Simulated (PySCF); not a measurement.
Calculation: PBE-D3(BJ)/def2-TZVP // B3LYP-D3(BJ)/def2-TZVP in PySCF. Gas-phase values, no solvent. One relaxed conformer stands for a flexible species; it need not be the lowest. 

Reference species (SMILES): `C(/C)=B\[H]` (neutral, multiplicity 1).

```
Property     Value
--------  --------
HOMO      -5.20 eV
```

Changed species: `BC=C`.

**Question.** Give the shifts of the HOMO.

**Answer.** the HOMO falls by 2.27 eV, to -7.47 eV.
